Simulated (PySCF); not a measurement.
Input of a response calculation (the driver script's job line, then coordinates in Å):

```
{"job": {"kind": "uv", "xc": "CAM-B3LYP", "basis": "def2-SVPD", "nstates": 8, "ntriplets": 3}, "charge": 0, "multiplicity": 1}
C     -0.612524     1.483544    -0.133088
N     -0.655471     0.061824    -0.407491
C     -1.964367    -0.313900    -0.909222
C     -0.281420    -0.699303     0.782234
Si     1.631955    -0.747523     0.831954
As     2.021783    -0.564124    -1.442142
H     -1.350411     1.782144     0.627730
H     -0.813298     2.035624    -1.051321
H      0.380189     1.754955     0.225946
H     -1.958648    -1.371132    -1.170402
H     -2.183368     0.261169    -1.808390
H     -2.762204    -0.134447    -0.172604
H     -0.757881    -0.299043     1.686579
H     -0.644660    -1.721095     0.658586
H      2.058054    -2.009194     1.461061
H      2.140915     0.305580     1.732437
H      2.225566     0.917324    -1.382481
H      3.517030    -0.736086    -1.314327
```

Output (SCF cycles cut):

```
converged SCF energy = -2701.1789839472

Static polarisability (au): isotropic 106.892, principal 93.212 109.772 117.692

Singlet excitations
state   eV       nm        f      main configurations
  1   5.8158    213.2   0.03273   H->L 0.81, H->L+1 0.10
  2   6.0269    205.7   0.01789   H->L+1 0.77, H->L 0.08
  3   6.1917    200.2   0.00889   H->L+2 0.58, H-1->L 0.14
  4   6.6013    187.8   0.02609   H-1->L 0.42, H-1->L+1 0.21, H->L+2 0.11
  5   6.8456    181.1   0.20431   H-1->L+1 0.60, H-1->L 0.14
  6   6.8826    180.1   0.19651   H->L+3 0.43, H->L+2 0.13, H->L+6 0.10
  7   7.0507    175.8   0.05309   H->L+5 0.37, H->L+4 0.34
  8   7.1432    173.6   0.01233   H->L+4 0.49, H->L+5 0.39

Triplet excitations (Tamm-Dancoff, eV): 5.3812 5.6142 5.8470
```

Computed with TDDFT CAM-B3LYP/def2-SVPD, vertical, gas phase, core orbitals frozen in the response (PySCF 2.14.0, density-fitted response routines). Isolated species at its GFN2-xTB geometry (one conformer only). Relativistic effects, spin–orbit coupling among them, are left out although an element past zinc is present.

Q: Give the mean polarisability in Å³.

A: 106.89 au × 0.148185 = 15.84 Å³.

Q: What is the total energy of state 6 at this geometry?

A: -2701.17898 + 0.25293 = -2700.92605 hartree.

Q: What is the polarisability anisotropy, √(½[(α1 − α2)² + (α2 − α3)² + (α3 − α1)²])?

A: 21.64 au.

Q: Give the energy of state 6 in hartree, cm⁻¹ and kJ/mol.

A: 0.25293 hartree, 55512 cm⁻¹, 664.1 kJ/mol.

Q: How many basis functions and electrons does this run hold?

A: 238 basis functions for 84 electrons in 42 doubly occupied orbitals.

Q: Write the structure that the coordinates describe.

A: `CN(C)C[SiH2][AsH2]` (C3H12AsNSi), point group C1.

H and L stand for HOMO and LUMO.

On one thread of an Intel Xeon at 2.50 GHz, shared host with 64 logical CPUs at a one-minute load of 63, this took 3.6 min wall, 2.8 min CPU (with the writing of density and orbital grids) and 1.1 GiB of memory at its peak.

Conformer computed: `[CH3:1][N:2]([CH3:3])[CH2:4][SiH2:5][AsH2:6]`: C1–N2–C4–Si5 -83°, N2–C4–Si5–As6 -28°, H–As6–Si5–C4 96°, H–As6–Si5–C4 -175°.
